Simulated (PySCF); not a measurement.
dimethylamine (C2H7N), singlet, geometry from GFN2-xTB. Base run: R2SCAN/pcseg-1 in PySCF.

Input for PySCF:
```python
from pyscf import gto, scf, dft

mol = gto.Mole()
mol.atom = '''
    C    -0.035698   -0.198129    1.208851
    N    -0.011543    0.580847   -0.011457
    C    -0.031279   -0.245558   -1.200238
    H     0.794952   -0.917191    1.288671
    H     0.001605    0.476314    2.062425
    H    -0.972338   -0.755371    1.245980
    H     0.817452    1.168720   -0.021510
    H     0.799606   -0.967144   -1.248648
    H     0.009203    0.394768   -2.079554
    H    -0.967817   -0.803897   -1.218841
'''
mol.basis = 'pcseg-1'
mol.charge = 0
mol.spin = 0
mol.verbose = 4
mol.symmetry = True
mol.build()

mf = dft.RKS(mol)
mf.xc = 'r2scan'
mf.kernel()
mf.analyze()
```

Each row names what was changed in the base input (with any setting that the change needs).

```csv
change,ΔE vs base (mEh),point group used,SCF cycles,outcome
base,0.000,Cs,9,converged
irrep_nelec = A':18 A":8,-,-,50,not converged
symmetry = off,0.000,C1,9,converged
irrep_nelec = A':14 A":12,694.4,Cs,12,converged
```
